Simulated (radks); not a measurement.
The numbers below are computed, except where a source is named.
Task: W18+, configuration [Kr] 4d10 4f10. Level of theory: Dirac Kohn-Sham, BLYP, spin-unpolarised, spherical densities, finite nucleus; open shells fill j = l - 1/2 first; Fermi nuclear charge, rms radius 5.3658 fm (a radial shooting solver on a logarithmic mesh with Libxc functionals). Some entries of the table are withheld. Estimate them.

orbital  occ.  eigenvalue (eV)  <r^2> (bohr^2)  r(max) (bohr)
1s1/2       2        -69822.30       0.0004631        0.01146
2s1/2       2        -12406.55        0.007062        0.06587
2p1/2       2        -11886.95        0.005040            (1)
2p3/2       4        -10533.49        0.006240            (2)
3s1/2       2        -3192.291         0.04607         0.1855
3p1/2       2        -2960.245             (3)         0.1736
3p3/2       4        -2667.210             (4)         0.1877
3d3/2       4              (5)         0.03783         0.1470
3d5/2       6              (6)         0.03963         0.1509
4s1/2       2              (7)          0.2219         0.4187
4p1/2       2        -893.0538          0.2270         0.4178
4p3/2       4        -822.2777          0.2584         0.4462
4d3/2       4        -661.9152             (8)         0.4405
4d5/2       6        -648.3749             (9)         0.4491
4f5/2       6        -444.7395          0.3061         0.4048
4f7/2       4        -441.8400          0.3114         0.4087
5s1/2       0        -432.8698          0.9006         0.8715
5p1/2       0        -396.0166            (10)         0.9026
5p3/2       0        -377.0277            (11)         0.9533

Result: 
(1) 2p1/2 r(max) (bohr): 0.04895
(2) 2p3/2 r(max) (bohr): 0.05579
(3) 3p1/2 <r^2> (bohr^2): 0.04226
(4) 3p3/2 <r^2> (bohr^2): 0.04881
(5) 3d3/2 eigenvalue (eV): -2275.401
(6) 3d5/2 eigenvalue (eV): -2211.648
(7) 4s1/2 eigenvalue (eV): -990.0485
(8) 4d3/2 <r^2> (bohr^2): 0.2716
(9) 4d5/2 <r^2> (bohr^2): 0.2821
(10) 5p1/2 <r^2> (bohr^2): 0.9757
(11) 5p3/2 <r^2> (bohr^2): 1.077
